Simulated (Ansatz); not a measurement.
`O[SiH2][NH][ZnH]` + `[OH][AlH][OH]` → `O[SiH2][Al]([OH])[OH]` + `[NH2][ZnH]`  (formal exchange of groups at the Si–N bond)

Calculated with Ansatz (gas phase, PBE0-D4/def2-TZVP geometries, no zero-point term in ΔE). CCSD(T)/CBS adds triple-zeta CCSD(T) − MP2 to the extrapolated MP2 energy (def2 sets, frozen cores). This one scheme is used for every species. Functionals use def2-TZVPP. For Zn outer-core shells are correlated without core-valence functions, which leaves a few kJ/mol of doubt a bond. Scalar relativity is left out up to krypton. Each species was taken in one conformer, which may not be the lowest.

`O[SiH2][NH][ZnH]`:

```xyz
9

O    -0.468   -1.174    0.549
Si    0.751   -0.040    0.711
N     0.239    1.071   -0.450
Zn   -1.245    0.445   -1.356
H    -0.250   -2.098    0.673
H     0.809    0.489    2.103
H     2.044   -0.743    0.453
H     0.570    2.020   -0.493
H    -2.450    0.031   -2.192
```

`[OH][AlH][OH]`:

```xyz
6

O     1.426    0.332    0.368
Al    0.110   -0.448   -0.355
O    -1.505   -0.008   -0.111
H     1.387    1.074    0.967
H     0.406   -1.652   -1.311
H    -1.824    0.702    0.442
```

`O[SiH2][Al]([OH])[OH]`:

Z-matrix (Å, degrees):
```
Si
Al 1 2.441
O 1 1.660 2 107.5
H 1 1.491 2 112.5 3 -120.2
H 1 1.491 2 112.5 3 120.2
O 2 1.700 1 110.3 3 0.1
O 2 1.691 1 124.6 3 -179.9
H 3 0.959 1 115.5 2 -0.1
H 6 0.955 2 128.5 1 180.0
H 7 0.955 2 127.8 1 180.0
```

`[NH2][ZnH]`:

```xyz
5

N     0.482    0.374    0.570
Zn   -0.668   -0.538   -0.500
H     0.395    1.375    0.666
H     1.462    0.133    0.577
H    -1.672   -1.343   -1.314
```

CCSD(T)/CBS gives +97.2 kJ/mol.

Task: Another level gave +68.5 kJ/mol. Which?
A. ωB97X-V/def2-TZVPP
B. PBE0/def2-TZVPP
C. MP2/def2-TZVPP
D. PBE/def2-TZVPP

Result: D. PBE 68.5, PBE0 80.1, MP2/def2-TZVPP 105.3, ωB97X-V 93.3 kJ/mol.

Largest T1 diagnostic among the species: 0.016.

The D4 term adds +3.9 kJ/mol with B3LYP and +1.7 kJ/mol with PBE0; it sums over pairs of atoms, weighted by their polarisabilities, and B3LYP, whose exchange is more repulsive, gets the larger term. In def2-TZVPP, CCSD(T) changes the Hartree–Fock value by −14.5 kJ/mol (the triples alone add −1.4 kJ/mol) and MP2 by −7.8 kJ/mol. From PBE to PBE0 (25 % exact exchange), in def2-TZVPP and without D4, ΔE moves by +11.6 kJ/mol.

B3LYP here is the variant with VWN-RPA as its local correlation; programs differ in this.
